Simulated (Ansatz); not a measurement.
Basis-set series for CH7GaSiZn, SMILES `[SiH3][CH2][Zn][GaH2]`. Total charge 0; spin multiplicity 1. All single points use the PBE0-D4/def2-TZVP geometry. It is one conformer, not always the lowest.

```tsv
functional	basis	functions	energy (Eh)	HOMO (eV)	LUMO (eV)
PBE0-D4	def2-TZVPP	283	-4035.39081	-6.65	-2.36
PBE0-D4	def2-QZVPP	526	-4035.48967	-6.65	-2.37
ωB97M-V	def2-TZVPP	283	-4035.80033	-8.64	-0.69
ωB97M-V	def2-QZVPP	526	-4035.89616	-8.65	-0.78
```

**Question.** Give the rows for def2-SVP. (Best estimate.)

**Answer.** Computed: 
```tsv
functional	basis	functions	energy (Eh)	HOMO (eV)	LUMO (eV)
PBE0-D4	def2-SVP	130	-4034.74226	-6.59	-2.24
ωB97M-V	def2-SVP	130	-4035.14903	-8.55	-0.48
```

Scalar relativity is left out up to krypton.
